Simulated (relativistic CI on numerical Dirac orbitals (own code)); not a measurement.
## Crystal-field levels of Tm²⁺, 4f13

Calculated by Dirac-Coulomb-Breit CI, orbitals from a KLI potential per configuration, model QED (radiative potential, 1s self-energy scaled to tabulated hydrogen-like ionisation energies), valence Slater integrals scaled by 0.8, one configuration in a parametric crystal field (own radial code).

Field parameters in Wybourne normalisation; cubic f-shell fields have B⁴₄ = √(5/14) B⁴₀ and B⁶₄ = −√(7/2) B⁶₀. The field is a parameter set, without covalency.

S and J are read from ⟨S²⟩ = S(S + 1) and ⟨J²⟩ = J(J + 1) of each level; they are not fictitious spins.

C2v, B20 = -120, B22 = -50, B40 = 40, B42 = 220, B44 = 100, B60 = 10, B62 = 30, B64 = 50, B66 = 60 cm⁻¹, the lowest 7 levels:

```
E (cm⁻¹)  Degeneracy     S     J
     0.0           2  0.50  3.50
    55.7           2  0.50  3.50
    86.2           2  0.50  3.50
     139           2  0.50  3.50
    8668           2  0.50  2.50
    8737           2  0.50  2.50
    8781           2  0.50  2.50
```

Principal g values of the ground doublet: 0.09, 0.51, 6.88.

Oh, B40 = -900, B60 = 250 cm⁻¹, the lowest 5 levels:

| E (cm⁻¹) | Degeneracy | Irrep | S | J |
| --- | --- | --- | --- | --- |
| 0.0 | 2 | Γ7 | 0.50 | 3.50 |
| 323 | 4 | Γ8 | 0.50 | 3.50 |
| 358 | 2 | Γ6 | 0.50 | 3.50 |
| 8747 | 2 | Γ7 | 0.50 | 2.50 |
| 8997 | 4 | Γ8 | 0.50 | 2.50 |

Principal g values of the ground doublet: 3.46, 3.46, 3.46.

D4h, B20 = 60, B40 = -730, B44 = 610, B60 = 440, B64 = -260 cm⁻¹, the lowest 7 levels:

| E (cm⁻¹) | Degeneracy | Irrep | S | J |
| --- | --- | --- | --- | --- |
| 0.0 | 2 | Γ7 | 0.50 | 3.50 |
| 151 | 2 | Γ6 | 0.50 | 3.50 |
| 243 | 2 | Γ7 | 0.50 | 3.50 |
| 369 | 2 | Γ6 | 0.50 | 3.50 |
| 8689 | 2 | Γ7 | 0.50 | 2.50 |
| 8908 | 2 | Γ6 | 0.50 | 2.50 |
| 8961 | 2 | Γ7 | 0.50 | 2.50 |

Principal g values of the ground doublet: 3.09, 3.09, 4.04.

D3h, B20 = -190, B40 = -20, B60 = 150, B66 = -80 cm⁻¹, the lowest 7 levels:

| E (cm⁻¹) | Degeneracy | S | J |
| --- | --- | --- | --- |
| 0.0 | 2 | 0.50 | 3.50 |
| 44.2 | 2 | 0.50 | 3.50 |
| 101 | 2 | 0.50 | 3.50 |
| 105 | 2 | 0.50 | 3.50 |
| 8668 | 2 | 0.50 | 2.50 |
| 8729 | 2 | 0.50 | 2.50 |
| 8766 | 2 | 0.50 | 2.50 |

Principal g values of the ground doublet: 1.48, 1.48, 7.14.

D3h, B20 = 150, B40 = -470, B60 = -200, B66 = 170 cm⁻¹, the lowest 7 levels:

```
E (cm⁻¹)  Degeneracy     S     J
     0.0           2  0.50  3.50
     3.5           2  0.50  3.50
    94.5           2  0.50  3.50
     158           2  0.50  3.50
    8647           2  0.50  2.50
    8733           2  0.50  2.50
    8788           2  0.50  2.50
```

Principal g values of the ground doublet: 0.86, 0.86, 5.44.

The next free-ion level lies 8658 cm⁻¹ above the lowest; the field splits the ground level into components whose J stays near 7/2 as long as their spread is small against that gap.

Levels of this model without a field, named by their leading LS term (the scale mimics covalency, so terms lie below those of the real free ion): 2F°_7/2 0, 2F°_5/2 8658 cm⁻¹.
